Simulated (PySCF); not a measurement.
# Correlation energy of P (phosphorus, neutral)

[Ne] 3s1 3p4, high-spin 4P determinant (an excited configuration). All numbers are calculated (PySCF 2.14, the spin-free X2C one-electron Hamiltonian (Gaussian nucleus), in x2c-TZVPPall with one added diffuse shell each of s, p, d type (6s6p4d1f, 51 functions)). Frozen: [Ne]; 5 electrons correlated.

MP2 pair energies summed by pair of shells (mhartree):

```
 pair  energy  share (%)
3p-3p  -68.68       87.0
3s-3p  -10.29       13.0
```

Total MP2 correlation energy: -78.97 mhartree.

Same-spin part -23.04 and opposite-spin part -55.93 mhartree; SCS-MP2 scales them by 1/3 and 6/5 to -74.79 mhartree.
